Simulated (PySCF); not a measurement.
Al(Me)(H) (CH4Al), SMILES [AlH+][CH3], charge +1. Atoms are numbered in the order given.

```xyz
6

Al     0.0000     0.0000    -0.7243
C      0.0000     0.0000     1.1745
H      0.8901    -0.5139     1.5504
H     -0.8901    -0.5139     1.5504
H      0.0000     1.0278     1.5504
H      0.0000     0.0000    -2.2821
```
Charge +1, spin multiplicity 1.

The structure is a stationary point at PBE0-D3(BJ)/def2-TZVP. The multiplicity is an assumed one; other spin states were not compared. The isomer is the one that the SMILES or the coordinates give; other isomers of the formula were not compared.

These are B3LYP/pcJ-1 (PySCF) values and carry that method's errors.

Isotropic couplings with Fermi-contact, spin-dipole and both spin-orbit terms, one fixed conformer, no vibrational averaging. Isotopes: 13C, 1H.

```csv
pair,bonds apart,J (Hz)
C2–H3,1,…
C2–H4,1,…
C2–H5,1,…
C2–H6,2,…
H3–H4,2,-16.4
H3–H5,2,-16.4
H4–H5,2,-16.4
H3–H6,3,-1.6
H4–H6,3,-1.6
H5–H6,3,-1.6
```

**Question.** Fill in the missing entries. (An estimate is asked for; the answer gives what the named calculation found.)

**Answer.** 
- C2–H3, J (Hz): 145.2
- C2–H4, J (Hz): 145.2
- C2–H5, J (Hz): 145.2
- C2–H6, J (Hz): 42.1
